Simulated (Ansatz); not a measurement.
Consider the redistribution: `O=CS[SiH2]O` + `N=[C]1[CH2][GeH2]1` → `O=CS[SiH3]` + `N=[C]1[CH2][GeH]1[OH]`.

Gas-phase electronic energies from Ansatz, PBE0-D4/def2-TZVP geometries. CBS: MP2 limit from def2 TZ/QZ plus the TZ coupled-cluster correction, frozen cores. Functionals use def2-TZVPP. B3LYP here is the variant with VWN-RPA as its local correlation; programs differ in this. For Ge outer-core shells are correlated without core-valence functions, which leaves a few kJ/mol of doubt a bond. Scalar relativity is left out up to krypton. Each species was taken in one conformer, which may not be the lowest.

**Question.** Is it downhill or uphill in electronic energy at CCSD(T)/CBS, and by how much? (An estimate is asked.)

**Answer.** Ansatz gave: Uphill: ΔE = +84.3 kJ/mol.

**Question.** What do these levels give: r2SCAN-D4, ωB97X-V, B2PLYP, PBE0, B3LYP, HF/def2-TZVPP, CCSD(T)/def2-TZVPP, MP2/def2-QZVPP, SCS-MP2/def2-QZVPP, HF/CBS(def2), MP2/CBS(def2), CCSD/CBS(def2)? (Best estimate.)

**Answer.** Ansatz gave: r2SCAN-D4 82.4, ωB97X-V 80.3, B2PLYP 80.4, PBE0 80.5, B3LYP 79.9, HF/def2-TZVPP 81.8, CCSD(T)/def2-TZVPP 80.5, MP2/def2-QZVPP 84.8, SCS-MP2/def2-QZVPP 80.9, HF/CBS(def2) 82.1, MP2/CBS(def2) 86.3, CCSD/CBS(def2) 85.7 kJ/mol.

Largest T1 diagnostic among the species: 0.017.

From PBE to PBE0 (25 % exact exchange), in def2-TZVPP and without D4, ΔE moves by +5.8 kJ/mol.
